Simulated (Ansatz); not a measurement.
Q: Predict a relaxed structure of closo-1-NB4 (H on N) (B₄NH₅), charge 0, singlet, at r2SCAN-D4/def2-SVP (Ansatz).

A: 
Cartesian coordinates in Å:
```
B 0.240 -1.021 -0.172
B -0.825 0.255 0.619
B 0.767 0.000 1.033
B 0.594 0.766 -0.435
N -0.639 0.000 -0.861
H 0.376 -2.153 -0.539
H -1.872 0.537 1.129
H -1.243 0.000 -1.674
H 1.479 0.000 1.993
H 1.122 1.616 -1.093
```
Point group C3v (tolerance 0.1 Å). This is one stationary point.
